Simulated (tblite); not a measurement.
Species: C7H8NO (doublet state).
Numbering: `[NH2:1][CH2:2][c:3]1[cH:4][cH:5][cH:6][c:7]([O:8])[cH:9]1` (hydrogens: H10, H11 on N1; H12, H13 on C2; H14 on C4; H15 on C5; H16 on C6; H17 on C9)

Structure optimised with GFN2-xTB, isolated species. This method treats the open shell by occupation alone, without spin polarisation.

What internal coordinates does the optimisation give?

```csv
bond,length (Å)
N1–C2,1.455
C2–C3,1.514
C3–C4,1.403
C4–C5,1.396
C5–C6,1.366
C6–C7,1.451
C7–O8,1.238
C7–C9,1.449
C3–C9,1.370
"N1–H10, N1–H11",1.014
"C2–H12, C2–H13",1.093
C4–H14,1.081
C5–H15,1.081
C6–H16,1.079
C9–H17,1.081
```

Bonds in one row agree within 0.01 Å and their mean is given. A selection of angles:
```csv
angle,degrees
C2–N1–H10,110.6
H10–N1–H11,108.2
N1–C2–C3,112.6
N1–C2–H12,107.7
C3–C2–H12,110.2
H12–C2–H13,108.6
C2–C3–C4,119.3
C2–C3–C9,121.1
C4–C3–C9,119.5
C3–C4–C5,120.8
C3–C4–H14,119.4
C5–C4–H14,119.8
C4–C5–C6,120.7
C4–C5–H15,119.1
C6–C5–H15,120.2
C5–C6–C7,121.1
C5–C6–H16,121.8
C7–C6–H16,117.1
C6–C7–O8,122.1
C6–C7–C9,115.9
O8–C7–C9,122.0
C7–C9–H17,116.8
C3–C9–C7,122.0
C3–C9–H17,121.1
H11–N1–C2,110.7
```

Torsions: N1–C2–C3–C4 84° (synclinal). The mirror-image conformer, all signs reversed, is as good.

C5 (carbon bonded to 2 C and H) is planar (angles 120.7°, 120.2° and 119.1°, sum 360.0°, 0.00 Å off the plane of its three neighbours). C7 (carbon bonded to 2 C and O) is planar (angles 122.1°, 122.0° and 115.9°, sum 360.0°, 0.00 Å off the plane of its three neighbours). C3 (carbon bonded to 3 C) is planar (angles 121.1°, 119.5° and 119.3°, sum 359.9°, 0.03 Å off the plane of its three neighbours). C4 (carbon bonded to 2 C and H) is planar (angles 120.8°, 119.8° and 119.4°, sum 360.0°, 0.00 Å off the plane of its three neighbours). N1 (nitrogen bonded to C and 2 H) is pyramidal (angles 110.7°, 110.6° and 108.2°, sum 329.5°, 0.37 Å off the plane of its three neighbours). The 7 C–C bonds span 1.366 Å (C5–C6, aromatic) to 1.514 Å (C2–C3, drawn single), a spread of 0.148 Å. The 6-membered ring C3–C4–C5–C6–C7–C9 has internal angles of 115.9° to 122.0°; it is planar, 0.00 Å rms from its mean plane, widest ring torsion 1°.

Point group: C1 (no symmetry element, even within 0.4 Å). Its GFN2-xTB frequencies are all real (lowest 36 cm⁻¹). Torsions: H–N1–C2–C3 61° and -59°, N1–C2–C3–C4 84°. 2 starts were optimised and ended at 0.00 and 0.05 kcal/mol (GFN2-xTB); the lowest of these is shown.

All values are computed, not measured.
